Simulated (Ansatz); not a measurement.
Task: Name a neutral molecule of Al, C, F and H with HOMO energy (B3LYP/def2-TZVPP) between -8.65 and -8.35 eV and HOMO–LUMO gap (PBE0/def2-TZVPP) between 7.25 and 7.55 eV (Ansatz, PBE0-D4/def2-TZVP geometry).

Result: `C#[C][Al]([F])[F]` (-8.56 eV, 7.50 eV). Other molecules can fit too; these were computed, each in one conformer that needn't be the lowest.

B3LYP here is the variant with VWN-RPA as its local correlation; programs differ in this.
